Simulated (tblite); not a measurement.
Species: C3H12AsGa.
Z-matrix (Å and degrees, GFN2-xTB geometry), rows numbered from 1:
```
C 
C   1  1.5247
C   2  1.5273  1  111.58
As  2  1.9856  1  113.03  3   121.49
Ga  4  2.6555  2  100.46  1  -178.67
H   1  1.0913  2  110.74  3   179.41
H   1  1.0897  2  110.47  3    59.27
H   1  1.0913  2  110.34  3   -60.47
H   2  1.0993  1  109.32  3  -120.22
H   3  1.0893  2  111.05  1   -57.53
H   3  1.0933  2  110.11  1    62.63
H   3  1.0963  2  110.08  1  -177.72
H   4  1.4988  2   97.67  1    42.56
H   4  1.4973  2   96.51  1   -49.23
H   5  1.5506  4  104.96  2  -153.99
H   5  1.5626  4   93.97  2   -33.91
H   5  1.5588  4   96.70  2    84.40
```

Computed values, GFN2-xTB/tblite, gas phase, harmonic and unscaled. Errors from tens to a few hundred cm⁻¹ against measured bands are possible. Modes of hydrogen on arsenic and gallium can be 10 to 20 % off. One conformer, not necessarily the lowest.

Harmonic wavenumbers (cm⁻¹): 38.1, 68.0, 123.8, 137.3, 181.8, 232.4, 241.3, 258.3, 283.5, 376.4, 385.0, 403.0, 527.3, 581.1, 689.1, 707.8, 711.0, 717.2, 917.2, 937.6, 971.4, 982.5, 1043.5, 1130.0, 1158.3, 1232.8, 1288.2, 1395.4, 1409.5, 1461.1, 1480.5, 1481.6, 1489.3, 1585.7, 1681.3, 1720.0, 1917.5, 1931.1, 2865.3, 2926.6, 2964.2, 2986.7, 2990.0, 3008.9, 3013.7.

A = 3300, B = 967.2, C = 796.7 MHz; mass 191.941 u (most abundant isotopes); point group C1, symmetry number 1.

What is the zero-point energy?

½Σν̃ = 27316 cm⁻¹ = 326.77 kJ/mol.

Entropy at 350 K, 1 bar (ideal gas, RRHO, classical rotation)?

Translation 177.75, rotation 124.28, vibration 150.20: S = 452.2 J/(mol K).

And Cp and H(350 K) − H(0)?

Cp = 177.80 J/(mol K), of which vibrations give 144.54 (their classical limit is 45 R = 374.2); H(350 K) − H(0) = 38.72 kJ/mol without the zero-point energy, 27.08 from vibrations.

What must be added to the electronic energy to get the Gibbs energy at 350 K and 1 bar?

ZPE + [H(350 K) − H(0)] − T·S = 326.77 + 38.72 − 158.28 = 207.21 kJ/mol.

Which modes carry the vibrational entropy at 350 K?

38.1 cm⁻¹: 23.74; 68.0 cm⁻¹: 18.94; 123.8 cm⁻¹: 14.02; 137.3 cm⁻¹: 13.18; 181.8 cm⁻¹: 10.93; 232.4 cm⁻¹: 9.00 J/(mol K); the other 39 give 60.39 together.

Blend soft modes into free rotors: weight 1/[1 + (100 cm⁻¹/ν̃)⁴] for the oscillator and the rest for a rotor with moment μB/(μ + B), μ = h/(8π²ν), B = 10⁻⁴⁴ kg m². What vibrational entropy results?

138.23 J/(mol K) in place of 150.20, which changes −T·S at 350 K by +4.19 kJ/mol.

How do the functions run with temperature in this model?

| T (K) | S (J/(mol K)) | Cp (J/(mol K)) | H − H(0) (kJ/mol) | G − H(0) (kJ/mol) | ln q(vib) |
| --- | --- | --- | --- | --- | --- |
| 50 | 251.6 | 55.2 | 2.12 | -10.46 | 0.62 |
| 100 | 298.3 | 82.1 | 5.56 | -24.26 | 1.87 |
| 298.15 | 425.2 | 160.0 | 29.96 | -96.81 | 7.37 |
| 373.15 | 463.9 | 185.5 | 42.92 | -130.17 | 9.37 |
| 500 | 523.6 | 223.5 | 68.93 | -192.87 | 12.64 |
| 750 | 625.5 | 278.8 | 132.21 | -336.89 | 18.65 |
| 1000 | 711.0 | 315.0 | 206.76 | -504.24 | 24.12 |

q(vib) and H(0) count from the zero-point level.

Hindered rotation and anharmonicity are outside this model. Other conformers, if any are populated, would add a mixing term that is left out. The structure is chiral; the term R ln 2 for an equal mix with its mirror image is left out.

Run on one thread, x86-64 server, on a shared host. This covers the Hessian and the dipole derivatives.
